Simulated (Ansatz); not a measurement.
B3As3. The state is a triplet with charge 0. Geometry r2SCAN-D4/def2-SVP.

```xyz
6

B     0.635   -0.506    0.368
B    -0.453   -0.776   -1.036
B    -1.155   -0.550    0.496
As    1.470   -0.011   -1.349
As   -0.046    0.481    1.935
As   -0.450    1.363   -0.414
```

At PBE0-D4/def2-TZVP a singlet of charge 0 lies 1.85 eV below the triplet, each at its own geometry. The structure comes from a short search, and lower isomers may exist.

(1) Estimate the α-spin orbital energies around the gap (eV) in Ansatz with PBE-D4/def2-TZVP, r2SCAN-D4/def2-TZVP, B97M-V/def2-TZVP, PBE0-D4/def2-TZVP.

## Answers

(1) 
```tsv
orbital	PBE-D4/def2-TZVP	r2SCAN-D4/def2-TZVP	B97M-V/def2-TZVP	PBE0-D4/def2-TZVP
HOMO−5	-8.19	-8.49	-8.35	-9.20
HOMO−4	-7.42	-7.75	-7.72	-8.59
HOMO−3	-6.79	-7.15	-7.03	-7.93
HOMO−2	-6.71	-6.96	-6.87	-7.68
HOMO−1	-5.98	-6.39	-6.09	-7.11
HOMO	-3.69	-4.01	-3.69	-4.63
LUMO	-3.04	-2.95	-2.76	-2.27
LUMO+1	-2.47	-2.38	-2.20	-1.69
LUMO+2	-2.16	-1.95	-1.86	-1.34
LUMO+3	-1.14	-0.96	-0.90	-0.32
LUMO+4	-1.08	-0.91	-0.86	-0.28
LUMO+5	-0.61	-0.39	-0.41	0.20
β HOMO	-6.25	-6.43	-6.42	-7.16
β LUMO	-4.54	-4.21	-4.47	-3.72
```
